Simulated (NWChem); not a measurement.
System: C2H4F2Si; SMILES C=C[SiH](F)F

The following NWChem deck was run.

```
start job
memory heap 200 mb stack 900 mb global 1100 mb
geometry units angstroms noautoz
  Si    -0.036715     0.487761    -0.383008
  F      1.513170     0.484631     0.046569
  F     -0.796836     1.535135     0.571613
  C     -0.700052    -1.219617    -0.134812
  C      0.080185    -2.214626     0.309063
  H     -0.143164     0.997133    -1.767513
  H     -1.746093    -1.432898    -0.360214
  H      1.128919    -2.053090     0.548703
  H     -0.291612    -3.227574     0.454405
end
basis spherical
  * library def2-tzvp
end
dft
  xc r2scan
  iterations 150
  semidirect filesize 400000000
  mulliken
end
task dft energy
```

NWChem printed, in part:

```
             Northwest Computational Chemistry Package (NWChem) 7.3.0
             --------------------------------------------------------

 C1  symmetry detected

                             Geometry "geometry" -> ""
                             -------------------------

 Output coordinates in angstroms (scale by  1.889725989 to convert to a.u.)

  No.       Tag          Charge          X              Y              Z
 ---- ---------------- ---------- -------------- -------------- --------------
    1 Si                  14.0000    -0.02258392     0.51091292    -0.39524452
    2 F                    9.0000     1.48664795     0.49528236     0.16033136
    3 F                    9.0000    -0.84526668     1.57901387     0.48135740
    4 C                    6.0000    -0.72547261    -1.18539482    -0.18253716
    5 C                    6.0000     0.00312305    -2.18366953     0.33556869
    6 H                    1.0000    -0.00861626     1.00391737    -1.78966082
    7 H                    1.0000    -1.75208121    -1.38939056    -0.49068830
    8 H                    1.0000     1.03059597    -2.03126212     0.65873364
    9 H                    1.0000    -0.39205763    -3.19032562     0.46165081

 Effective nuclear repulsion energy (a.u.)     230.9045087068

                                 NWChem DFT Module
                                 -----------------

 Summary of "ao basis" -> "ao basis" (spherical)
 ------------------------------------------------------------------------------
       Tag                 Description            Shells   Functions and Types
 ---------------- ------------------------------  ------  ---------------------
 Si                        def2-tzvp                13       37   5s5p2d1f
 F                         def2-tzvp                11       31   5s3p2d1f
 C                         def2-tzvp                11       31   5s3p2d1f
 H                         def2-tzvp                 4        6   3s1p

            General Information
            -------------------
          SCF calculation type: DFT
          Wavefunction type:  closed shell.
          No. of atoms     :     9
          No. of electrons :    48
           Alpha electrons :    24
            Beta electrons :    24
          Charge           :     0
          Spin multiplicity:     1
          Use of symmetry is: off; symmetry adaption is: off
          Maximum number of iterations: 150
          AO basis - number of functions:   185
                     number of shells:    73
          Convergence on energy requested:  1.00D-06
          Convergence on density requested:  1.00D-05
          Convergence on gradient requested:  5.00D-04

              XC Information
              --------------
                      r^2SCAN Method XC Functional
               r^2SCAN metaGGA Exchange Functional  1.000
                     r^2SCAN Correlation Potential  1.000

             Grid Information
             ----------------
          Grid used for XC integration:  medium
          Radial quadrature: Mura-Knowles
          Angular quadrature: Lebedev.
          Tag              B.-S. Rad. Rad. Pts. Rad. Cut. Ang. Pts.
          ---              ---------- --------- --------- ---------
          Si                  1.10       88          11.0       590
          F                   0.50       49          12.0       434
          C                   0.70       49          11.0       434
          H                   0.35       45          12.0       434
          Grid pruning is: on
          Number of quadrature shells:   464
          Spatial weights used:  Erf1

      Superposition of Atomic Density Guess
      -------------------------------------

 Sum of atomic energies:        -565.01346044

      Non-variational initial energy
      ------------------------------

 Total energy =    -566.779421
 1-e energy   =   -1240.750653
 2-e energy   =     443.066723
 HOMO         =      -0.351239
 LUMO         =      -0.034059

------------------------------------------------------------
EAF file 0: "./job.aoints.0" size=540016640 bytes
------------------------------------------------------------
               write      read    awrite     aread      wait
               -----      ----    ------     -----      ----
     calls:     1030         0         0         0         0
   data(b): 5.40e+08  0.00e+00  0.00e+00  0.00e+00
   time(s): 0.00e+00  0.00e+00  0.00e+00  0.00e+00  0.00e+00
rate(mb/s): 0.00e+00  0.00e+00
------------------------------------------------------------

     ---------------------------------------------
      Total Density - Mulliken Population Analysis
     ---------------------------------------------

    Atom       Charge   Shell Charges
 -----------   ------   -------------------------------------------------------
    1 Si  14    12.74   2.00  0.59  1.39  0.78  0.32  4.10  1.74  0.46  0.76  0.16  0.20  0.16  0.08
    2 F    9     9.51   0.77  1.20  0.61  1.01  0.31  2.37  2.36  0.87  0.00  0.01  0.00
    3 F    9     9.52   0.77  1.20  0.61  1.01  0.31  2.37  2.36  0.88  0.00  0.01  0.00
    4 C    6     6.41   0.86  1.12  0.57  0.67  0.11  1.23  1.40  0.40  0.01  0.03  0.01
    5 C    6     6.25   0.86  1.12  0.57  0.65  0.12  1.18  1.25  0.43  0.02  0.04  0.01
    6 H    1     1.06   0.23  0.53  0.29  0.01
    7 H    1     0.83   0.24  0.45  0.13  0.02
    8 H    1     0.84   0.24  0.45  0.13  0.02
    9 H    1     0.84   0.24  0.45  0.13  0.02

   convergence    iter        energy       DeltaE   RMS-Dens  Diis-err
 ---------------- ----- ----------------- --------- --------- ---------
 d= 0,ls=0.0,diis     1   -567.7967231264 -7.99D+02  5.32D-03  1.16D+00
 d= 0,ls=0.0,diis     2   -567.7055414185  9.12D-02  3.23D-03  2.30D+00
 d= 0,ls=0.0,diis     3   -567.8815713375 -1.76D-01  6.52D-04  8.50D-02
 d= 0,ls=0.0,diis     4   -567.8862414800 -4.67D-03  3.48D-04  1.04D-02
 d= 0,ls=0.0,diis     5   -567.8870786561 -8.37D-04  1.56D-04  3.24D-03
  Resetting Diis
 d= 0,ls=0.0,diis     6   -567.8875102318 -4.32D-04  3.58D-05  1.23D-04
 d= 0,ls=0.0,diis     7   -567.8875265620 -1.63D-05  1.66D-05  9.55D-06
 d= 0,ls=0.0,diis     8   -567.8875251438  1.42D-06  1.05D-05  2.35D-05
 d= 0,ls=0.0,diis     9   -567.8875275666 -2.42D-06  1.98D-06  5.18D-07
 d= 0,ls=0.0,diis    10   -567.8875276243 -5.76D-08  4.85D-07  2.96D-08

         Total DFT energy =     -567.887527624270
      One electron energy =    -1244.675728733192
           Coulomb energy =      500.040373148867
    Exchange-Corr. energy =      -54.156680746771
 Nuclear repulsion energy =      230.904508706827

 Numeric. integr. density =       47.999993137951

                       DFT Final Molecular Orbital Analysis
                       ------------------------------------

 Vector   22  Occ=2.000000D+00  E=-3.561336D-01
              MO Center= -1.8D-02, -1.4D-01, -3.8D-01, r^2= 4.3D+00
   Bfn.  Coefficient  Atom+Function         Bfn.  Coefficient  Atom+Function
  ----- ------------  ---------------      ----- ------------  ---------------
    45      0.193487  2 F  pz                76      0.190468  3 F  pz
   163      0.173219  6 H  s                  4      0.169291  1 Si s
    48      0.159510  2 F  pz                79      0.157084  3 F  pz
   136     -0.143146  5 C  px                17     -0.142113  1 Si pz
   175     -0.132419  8 H  s                164      0.124546  6 H  s

 Vector   23  Occ=2.000000D+00  E=-3.012092D-01
              MO Center= -3.1D-01, -5.6D-01, -3.1D-01, r^2= 3.6D+00
   Bfn.  Coefficient  Atom+Function         Bfn.  Coefficient  Atom+Function
  ----- ------------  ---------------      ----- ------------  ---------------
   106      0.224858  4 C  py               109      0.184768  4 C  py
    16     -0.171190  1 Si py               163     -0.160323  6 H  s
   181      0.146314  9 H  s                164     -0.139861  6 H  s
   169     -0.131543  7 H  s                 75      0.126431  3 F  py
    17      0.116821  1 Si pz               137     -0.115731  5 C  py

 Vector   24  Occ=2.000000D+00  E=-2.814815D-01
              MO Center= -3.4D-01, -1.5D+00,  6.5D-03, r^2= 1.9D+00
   Bfn.  Coefficient  Atom+Function         Bfn.  Coefficient  Atom+Function
  ----- ------------  ---------------      ----- ------------  ---------------
   107      0.258825  4 C  pz               138      0.250029  5 C  pz
   110      0.241452  4 C  pz               141      0.233649  5 C  pz
   113      0.126755  4 C  pz               144      0.126061  5 C  pz
   105     -0.099770  4 C  px               108     -0.091991  4 C  px
   136     -0.087406  5 C  px               139     -0.081849  5 C  px

 Vector   25  Occ=0.000000D+00  E=-6.896349D-02
              MO Center= -2.7D-01, -1.4D+00,  2.3D-02, r^2= 2.9D+00
   Bfn.  Coefficient  Atom+Function         Bfn.  Coefficient  Atom+Function
  ----- ------------  ---------------      ----- ------------  ---------------
   144      0.432003  5 C  pz               113     -0.355709  4 C  pz
   138      0.287737  5 C  pz               141      0.279949  5 C  pz
   107     -0.225363  4 C  pz               110     -0.225083  4 C  pz
    19     -0.164264  1 Si py               112     -0.152868  4 C  py
   142     -0.125638  5 C  px                17     -0.123970  1 Si pz

 Vector   26  Occ=0.000000D+00  E= 1.131111D-02
              MO Center= -1.4D-01,  1.1D-01, -6.2D-01, r^2= 4.3D+00
   Bfn.  Coefficient  Atom+Function         Bfn.  Coefficient  Atom+Function
  ----- ------------  ---------------      ----- ------------  ---------------
    18      0.743886  1 Si px               135     -0.563705  5 C  s
   104      0.412089  4 C  s                134     -0.328357  5 C  s
   182      0.323104  9 H  s                 15      0.241432  1 Si px
    29      0.218914  1 Si d  1              42     -0.193723  2 F  s
   176      0.193485  8 H  s                 30     -0.139524  1 Si d  2

 Vector   27  Occ=0.000000D+00  E= 5.120010D-02
              MO Center=  1.2D-01,  7.9D-01, -3.9D-01, r^2= 4.7D+00
   Bfn.  Coefficient  Atom+Function         Bfn.  Coefficient  Atom+Function
  ----- ------------  ---------------      ----- ------------  ---------------
    19      1.131051  1 Si py                20      0.460062  1 Si pz
   176      0.426169  8 H  s                113     -0.382397  4 C  pz
   111      0.372955  4 C  px               104      0.360009  4 C  s
   112      0.357243  4 C  py               142     -0.351065  5 C  px
    73     -0.339825  3 F  s                 16      0.307960  1 Si py

------------------------------------------------------------
EAF file 0: "./job.aoints.0" size=811597824 bytes
------------------------------------------------------------
               write      read    awrite     aread      wait
               -----      ----    ------     -----      ----
     calls:     1548         9         0     13923     13923
   data(b): 8.12e+08  4.72e+06  0.00e+00  7.30e+09
   time(s): 0.00e+00  0.00e+00  0.00e+00  0.00e+00  0.00e+00
rate(mb/s): 0.00e+00  0.00e+00
------------------------------------------------------------

     ---------------------------------------------
      Total Density - Mulliken Population Analysis
     ---------------------------------------------

    Atom       Charge   Shell Charges
 -----------   ------   -------------------------------------------------------
    1 Si  14    13.19   2.01  0.57  1.39  0.82  0.21  4.13  1.69  0.59  0.95  0.12  0.30  0.29  0.12
    2 F    9     9.32   0.77  1.20  0.62  0.96  0.37  2.27  2.17  0.94  0.00  0.01  0.00
    3 F    9     9.32   0.77  1.20  0.62  0.96  0.37  2.27  2.17  0.95  0.00  0.01  0.00
    4 C    6     6.29   0.86  1.12  0.52  0.68  0.10  1.28  1.29  0.39  0.01  0.03  0.01
    5 C    6     6.21   0.86  1.12  0.54  0.64  0.12  1.28  1.20  0.41  0.02  0.03  0.01
    6 H    1     1.06   0.25  0.54  0.26  0.01
    7 H    1     0.88   0.27  0.49  0.09  0.02
    8 H    1     0.86   0.27  0.48  0.08  0.02
    9 H    1     0.87   0.27  0.49  0.09  0.02

     -------------------------------------------
      Total Density - Lowdin Population Analysis
     -------------------------------------------

    Atom       Charge   Shell Charges
 -----------   ------   -------------------------------------------------------
    1 Si  14    13.89   2.00  0.83  1.08  0.45  0.27  3.85  1.87  0.67  0.92  0.39  0.34  0.80  0.42
    2 F    9     8.98   0.86  1.10  0.60  0.71  0.38  2.14  2.16  1.02  0.00  0.01  0.00
    3 F    9     8.99   0.86  1.10  0.60  0.71  0.39  2.14  2.16  1.02  0.00  0.01  0.00
    4 C    6     6.30   0.91  1.04  0.36  0.36  0.20  1.11  1.37  0.66  0.02  0.24  0.03
    5 C    6     6.17   0.91  1.04  0.38  0.37  0.18  1.09  1.31  0.61  0.02  0.24  0.03
    6 H    1     1.05   0.25  0.48  0.30  0.02
    7 H    1     0.86   0.25  0.38  0.16  0.06
    8 H    1     0.87   0.26  0.39  0.16  0.06
    9 H    1     0.88   0.26  0.40  0.16  0.06

     Multipole analysis of the density
     ---------------------------------

     L   x y z        total         alpha         beta         nuclear
     -   - - -        -----         -----         ----         -------
     0   0 0 0     -0.000000    -24.000000    -24.000000     48.000000

     1   1 0 0     -0.265306     -0.132653     -0.132653      0.000000
     1   0 1 0     -0.747078     -0.373539     -0.373539     -0.000000
     1   0 0 1     -0.328848     -0.164424     -0.164424     -0.000000

     2   2 0 0    -26.931040    -73.766768    -73.766768    120.602495
     2   1 1 0      0.741949     -1.691374     -1.691374      4.124696
     2   1 0 1      0.856193     -0.968506     -0.968506      2.793205
     2   0 2 0    -25.164319   -160.041499   -160.041499    294.918680
     2   0 1 1     -1.466529      3.366192      3.366192     -8.198913
     2   0 0 2    -26.792100    -30.305083    -30.305083     33.818066
```

Level: r2SCAN/def2-TZVP. The geometry was optimised at B3LYP/6-31G* (spherical d).
